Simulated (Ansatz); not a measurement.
Basis-set extrapolation for CH$_{8}$OSi$_{2}$ (`OC[SiH2][SiH3]`) (PBE0-D4/def2-TZVP geometry, frozen core, Ansatz 0.2.0). Multiplicity 1, RHF reference.

```
                      def2-TZVPP   def2-QZVPP
                 HF  -695.300563  -695.324134
    MP2 correlation    -0.672550    -0.722005
CCSD(T) correlation    -0.756299      not run
```

Energies in hartree. Use E(X) = E(∞) + A·exp(−7.88·√X) for Hartree–Fock and E(X) = E(∞) + B·X^(−2.97) for correlation, with X = 3 and 4, and add CCSD(T) minus MP2 of the smaller set to the MP2 limit.

Q: What is the CCSD(T) energy at the basis-set limit?

A: HF limit: -695.324134 + (-0.023571) × 0.13774 = -695.32738. MP2 limit: -0.722005 + (-0.049455) × 0.74074 = -0.75864. Higher-order term: -0.756299 − (-0.672550) = -0.08375. Total: -696.16977 hartree, 70.9 kcal/mol below CCSD(T)/def2-TZVPP.
